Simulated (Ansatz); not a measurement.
Compare A (`B[SiH2]B[SiH2]C`) with its isomer B (`BC([SiH3])B[SiH3]`).

Gas-phase electronic energies from Ansatz, PBE0-D4/def2-TZVP geometries. CBS: MP2 limit from def2 TZ/QZ plus the TZ coupled-cluster correction, frozen cores. Functionals use def2-TZVPP. B3LYP here is the variant with VWN-RPA as its local correlation; programs differ in this. One conformer a species, not always the lowest.

A:

Z-matrix (Å, degrees):
```
Si
B 1 2.005
B 1 2.008 2 99.5
H 1 1.490 2 113.9 3 -120.2
H 1 1.493 2 111.1 3 116.1
Si 2 2.005 1 122.7 3 -86.6
H 2 1.198 1 118.4 3 91.6
H 3 1.195 1 121.5 2 -95.2
H 3 1.196 1 120.3 2 81.1
C 6 1.875 2 115.1 1 12.3
H 6 1.498 2 104.4 1 -108.2
H 6 1.494 2 110.6 1 137.3
H 10 1.093 6 110.8 2 62.5
H 10 1.092 6 111.1 2 -177.4
H 10 1.092 6 110.8 2 -57.1
```

B:

```xyz
15

B    -0.4872    0.9439   -1.5948
C     0.2219    1.1979   -0.2646
Si   -0.9911    0.8075    1.1598
B     1.1044    0.0311    0.2420
Si    0.7405   -1.9313   -0.1024
H    -0.5441    1.7954   -2.4342
H    -0.9744   -0.1272   -1.8199
H     0.6211    2.1985   -0.0895
H    -0.2702    0.0068    2.2003
H    -2.1711    0.0384    0.7091
H    -1.3801    2.0981    1.7765
H     2.0969    0.3031    0.8588
H     1.4030   -2.2990   -1.3887
H     1.3319   -2.7787    0.9694
H    -0.7015   -2.2844   -0.2218
```

Question: Which isomer does CCSD(T)/CBS put lower? Give the gap. (An estimate is asked.)

Answer: Computed: B, by 85.6 kJ/mol.

Question: Give E(B) − E(A) in kJ/mol with B3LYP, HF/def2-TZVPP, ωB97M-V, CCSD/def2-TZVPP, r2SCAN-D4, CCSD(T)/def2-TZVPP, B2PLYP. (An estimate is asked.)

Answer: Computed: B3LYP -71.6, HF/def2-TZVPP -67.0, ωB97M-V -94.7, CCSD/def2-TZVPP -81.0, r2SCAN-D4 -82.7, CCSD(T)/def2-TZVPP -85.2, B2PLYP -82.0. None reverses the order clearly.

Largest T1 diagnostic: 0.015.

From PBE to PBE0 (25 % exact exchange), in def2-TZVPP and without D4, E(B) − E(A) moves by −5.1 kJ/mol. In def2-TZVPP, CCSD(T) changes the Hartree–Fock value by −18.2 kJ/mol (the triples alone add −4.2 kJ/mol) and MP2 by −34.4 kJ/mol.
